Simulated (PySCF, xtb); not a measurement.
methyl radical (CH3), SMILES [CH3], multiplicity 2.

Harmonic wavenumbers (cm⁻¹) from GFN2-xTB run with xtb 6.7.1 at its own minimum, in rising order: 492, 1352, 1352, 3152, 3245, 3245.

Q: What does PBE-D3(BJ)/def2-TZVPD run with PySCF give at its own minimum? (The exact figures need the calculation; the answer reports its results.)

A: 527, 1355, 1355, 3050, 3229, 3229. Paired by order, the mean absolute difference is 29 cm⁻¹ and the zero-point energies are 18.4 and 18.2 kcal/mol.
